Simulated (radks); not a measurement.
The numbers below are computed, except where a source is named.
Task: Valence configurations of As (all share [Ar]). Code: a radial shooting solver on a logarithmic mesh with Libxc functionals. Model: scalar-relativistic Kohn-Sham, PBE, spin-polarised, spherical densities, finite nucleus; open shells are filled with parallel spins first; Fermi nuclear charge, rms radius 4.0968 fm. Order these by energy: 3d9.5 4s1 4p4.5; 3d10 4s1 4p4; 3d9 4s1 4p5; 3d10 4s2 4p3; 3d9.5 4s1.5 4p4; 3d10 4s1.5 4p3.5; 3d10 4p5; 3d9 4s2 4p4; 3d9.5 4s2 4p3.5.

Result: From the lowest, in eV above it: 3d10 4s2 4p3 0.000; 3d10 4s1.5 4p3.5 4.655; 3d10 4s1 4p4 9.334; 3d9.5 4s2 4p3.5 19.259; 3d10 4p5 20.567; 3d9.5 4s1.5 4p4 24.144; 3d9.5 4s1 4p4.5 29.049; 3d9 4s2 4p4 40.594; 3d9 4s1 4p5 50.833. NIST lists [Ar] 3d10 4s2 4p3 as the ground configuration; this level of theory agrees among the configurations tried. The energies are those of spherical high-spin densities, not of single terms.
